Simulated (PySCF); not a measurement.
# Al4H7N4F

Al4H7N4F is a molecule, neutral, singlet. The structure was relaxed in the gas phase by PBE0-D3(BJ)/def2-SVP. No frequency run checks that it is a minimum.

SMILES: [F][Al-]12[NH+]3[AlH-]4[NH+]5[AlH-]3[NH+]1[AlH-]5[NH+]42

```xyz
16

Al    1.276   -0.698    0.857
N     1.313   -0.176   -1.009
Al    0.471    1.514   -0.570
N     0.410    0.977    1.287
Al   -1.329    0.174    1.025
N    -0.466   -1.499    0.567
Al   -0.407   -0.968   -1.269
F    -0.816   -1.941   -2.562
N    -1.262    0.688   -0.843
H     2.473   -1.345    1.664
H     2.117   -0.279   -1.622
H     0.911    2.936   -1.103
H     0.654    1.580    2.068
H    -2.574    0.342    1.988
H    -0.745   -2.413    0.913
H    -2.033    1.098   -1.362
```
Atom numbers follow the order of the file, from 1.

Shieldings: GIAO PBE0/pcSseg-1. Shifts are against computed references at the same level: H TMS (σ 31.27 ppm). Core levels by delta-SCF with SCAN, pcX-2 on the ionised atom and pcseg-1 elsewhere, spin-free X2C (2p3/2 is the spin-free 2p value less a third of a first-order spin-orbit splitting); from the vacuum level, for chosen atoms.

**Question.** Give the NMR and core-level values of the distinct atoms.

**Answer.** 
```
      atoms   bonded to  σ (ppm)  δ (ppm)  core level (eV)
Al1 Al3 Al5   3 N + 1 H    442.0        -      2p3/2 80.06
   N2 N6 N9  3 Al + 1 H    214.5        -        1s 403.75
         N4  3 Al + 1 H    217.8        -        1s 403.68
        Al7   1 F + 3 N    477.0        -      2p3/2 80.46
         F8        1 Al    356.6        -        1s 691.11
H10 H12 H14        1 Al    26.84     4.42                -
H11 H15 H16         1 N    30.52     0.74                -
        H13         1 N    30.73     0.54                -
```

Values are those of this one static structure; atoms that internal rotation interchanges would show their mean in an NMR spectrum.

**Question.** By CAM-B3LYP/def2-SVPD (TDDFT singlets, Tamm-Dancoff triplets, ionisation by delta-SCF), where does absorption start, and what does vertical ionisation take?

**Answer.** The first singlet with intensity lies at 7.07 eV (f 0.017); what lies below it is dark. The lowest singlet lies at 6.85 eV (f 0.000), the strongest of the first 6 at 7.31 eV (f 0.124), the lowest triplet at 6.64 eV; vertical ionisation takes 10.13 eV.
